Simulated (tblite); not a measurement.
C5H14BPS.
SMILES with atom numbers: `[BH3-:1][P+:2]1([CH3:3])[CH2:4][CH2:5][S:6][CH2:7][CH2:8]1` (hydrogens: H9, H10, H11 on B1; H12, H13, H14 on C3; H15, H16 on C4; H17, H18 on C5; H19, H20 on C7; H21, H22 on C8)

Computed with GFN2-xTB (tblite), gas phase: L-BFGS steps from a force-field or distance-geometry start until the largest atomic force falls under 0.01 eV/Å.

Step 23: E = -676.2513 eV
```
atom  x, y, z in Å  |  force x, y, z in eV/Å
B1     -2.4659    0.1997   -0.9988    0.020   0.001   0.013
P2     -0.7767    0.0999   -0.1012   -0.007  -0.002   0.012
C3     -0.8354    0.4105    1.7092    0.022   0.001   0.015
C4      0.4980    1.2913   -0.7131    0.031   0.008   0.003
C5      1.9229    1.0812   -0.2293    0.020   0.009   0.001
S6      2.6053   -0.5157   -0.7710   -0.011   0.003  -0.013
C7      1.5242   -1.5940    0.2173    0.015  -0.015   0.014
C8      0.0772   -1.5338   -0.2416    0.026  -0.020   0.000
H9     -2.2330   -0.0253   -2.1443    0.004  -0.005  -0.015
H10    -2.8503    1.3102   -0.7989   -0.004   0.015   0.005
H11    -3.1372   -0.6344   -0.4745   -0.006  -0.010   0.007
H12     0.1354    0.3444    2.1962    0.017  -0.002  -0.009
H13    -1.5135   -0.3166    2.1554    0.019   0.005  -0.030
H14    -1.2523    1.4048    1.8667    0.015  -0.017  -0.019
H15     0.4719    1.2301   -1.8054   -0.010  -0.014   0.004
H16     0.1557    2.2938   -0.4343   -0.027  -0.016   0.004
H17     2.0121    1.1246    0.8572   -0.047   0.010   0.001
H18     2.5836    1.8337   -0.6616   -0.003   0.006   0.003
H19     1.9230   -2.6000    0.0808   -0.003  -0.004   0.000
H20     1.6482   -1.3116    1.2637   -0.047   0.005   0.007
H21     0.0184   -1.8175   -1.2970   -0.005   0.015  -0.002
H22    -0.5219   -2.2560    0.3237   -0.021   0.028  -0.002
```

Step 24: E = -676.2517 eV
```
atom  x, y, z in Å  |  force x, y, z in eV/Å
B1     -2.4646    0.1995   -0.9984   -0.022   0.004  -0.009
P2     -0.7772    0.0998   -0.1020    0.019  -0.006   0.005
C3     -0.8330    0.4099    1.7083    0.023  -0.001   0.008
C4      0.4973    1.2917   -0.7137    0.032   0.009   0.001
C5      1.9217    1.0824   -0.2281    0.022  -0.005  -0.002
S6      2.6051   -0.5151   -0.7682   -0.017   0.002  -0.006
C7      1.5229   -1.5943    0.2188    0.017  -0.004   0.002
C8      0.0765   -1.5343   -0.2422    0.028  -0.019   0.002
H9     -2.2346   -0.0252   -2.1457    0.008  -0.001   0.010
H10    -2.8503    1.3108   -0.7990    0.003  -0.003   0.004
H11    -3.1376   -0.6349   -0.4744    0.007   0.004   0.001
H12     0.1388    0.3433    2.1925    0.025  -0.002  -0.003
H13    -1.5098   -0.3170    2.1557    0.010  -0.002  -0.025
H14    -1.2488    1.4042    1.8670    0.009  -0.007  -0.017
H15     0.4725    1.2321   -1.8062   -0.010  -0.023   0.005
H16     0.1546    2.2941   -0.4356   -0.031  -0.012   0.011
H17     2.0094    1.1262    0.8586   -0.044   0.012  -0.005
H18     2.5835    1.8336   -0.6608   -0.004   0.011   0.007
H19     1.9227   -2.5997    0.0812   -0.004  -0.005   0.007
H20     1.6453   -1.3118    1.2655   -0.045  -0.001   0.003
H21     0.0182   -1.8197   -1.2970   -0.002   0.022  -0.005
H22    -0.5231   -2.2561    0.3228   -0.024   0.026   0.005
```

Step 25: E = -676.2521 eV
```
atom  x, y, z in Å  |  force x, y, z in eV/Å
B1     -2.4635    0.1994   -0.9981   -0.056   0.005  -0.027
P2     -0.7774    0.0995   -0.1027    0.044  -0.008  -0.006
C3     -0.8299    0.4093    1.7074    0.023  -0.003  -0.004
C4      0.4972    1.2923   -0.7143    0.018   0.005  -0.002
C5      1.9207    1.0837   -0.2268    0.014  -0.014  -0.004
S6      2.6045   -0.5144   -0.7653   -0.017   0.000   0.001
C7      1.5218   -1.5948    0.2206    0.012   0.006  -0.011
C8      0.0762   -1.5351   -0.2427    0.018  -0.009   0.003
H9     -2.2361   -0.0252   -2.1471    0.010   0.002   0.033
H10    -2.8503    1.3114   -0.7990    0.011  -0.020   0.004
H11    -3.1378   -0.6355   -0.4743    0.019   0.017  -0.004
H12     0.1430    0.3421    2.1887    0.032  -0.002   0.006
H13    -1.5057   -0.3176    2.1554    0.000  -0.010  -0.016
H14    -1.2447    1.4033    1.8669    0.003   0.005  -0.013
H15     0.4729    1.2338   -1.8068   -0.007  -0.029   0.005
H16     0.1527    2.2942   -0.4368   -0.029  -0.008   0.016
H17     2.0055    1.1282    0.8602   -0.035   0.013  -0.008
H18     2.5834    1.8336   -0.6599   -0.002   0.018   0.011
H19     1.9225   -2.5995    0.0818   -0.002  -0.008   0.015
H20     1.6413   -1.3119    1.2675   -0.038  -0.007  -0.001
H21     0.0180   -1.8217   -1.2972    0.003   0.026  -0.007
H22    -0.5250   -2.2557    0.3218   -0.023   0.020   0.010
```

Q: Estimate the geometry and energy of step 26. (The exact step hangs on the optimiser's Hessian estimate; all steps are aligned on step 25, rigid shifts and turns removed.)

A: E = -676.2527 eV, largest force 0.082 eV/Å
```
atom  x, y, z in Å  |  force x, y, z in eV/Å
B1     -2.4630    0.1993   -0.9982   -0.073   0.006  -0.036
P2     -0.7768    0.0991   -0.1039    0.058  -0.007  -0.019
C3     -0.8250    0.4084    1.7062    0.021  -0.005  -0.019
C4      0.4973    1.2932   -0.7152   -0.006  -0.002  -0.008
C5      1.9197    1.0852   -0.2251   -0.002  -0.017  -0.007
S6      2.6036   -0.5135   -0.7614   -0.009  -0.004   0.006
C7      1.5204   -1.5954    0.2228    0.000   0.013  -0.021
C8      0.0760   -1.5364   -0.2435   -0.002   0.007   0.000
H9     -2.2379   -0.0252   -2.1485    0.013   0.005   0.050
H10    -2.8499    1.3120   -0.7989    0.015  -0.032   0.003
H11    -3.1378   -0.6359   -0.4741    0.027   0.028  -0.008
H12     0.1493    0.3403    2.1836    0.033  -0.001   0.015
H13    -1.4998   -0.3185    2.1545   -0.007  -0.018  -0.004
H14    -1.2390    1.4022    1.8665    0.000   0.016  -0.007
H15     0.4733    1.2354   -1.8077   -0.002  -0.033   0.001
H16     0.1496    2.2940   -0.4381   -0.021  -0.004   0.020
H17     1.9995    1.1312    0.8621   -0.018   0.013  -0.009
H18     2.5833    1.8340   -0.6584    0.003   0.023   0.017
H19     1.9223   -2.5993    0.0829    0.002  -0.011   0.025
H20     1.6351   -1.3122    1.2702   -0.023  -0.014  -0.004
H21     0.0176   -1.8238   -1.2975    0.010   0.027  -0.010
H22    -0.5280   -2.2547    0.3207   -0.018   0.012   0.015
```

The energy changes by -0.0006 eV. The first-order estimate −F·Δx gives -0.0008 eV and the mean of the old and new forces, exact on a quadratic surface, -0.0006 eV. The step makes an angle of 73° with the force vector and moves no atom by more than 0.008 Å.

What follows is the cost of the whole relaxation. Hardware: an Arm Neoverse V1 with one thread, shared host. Cost: 0.48 s.
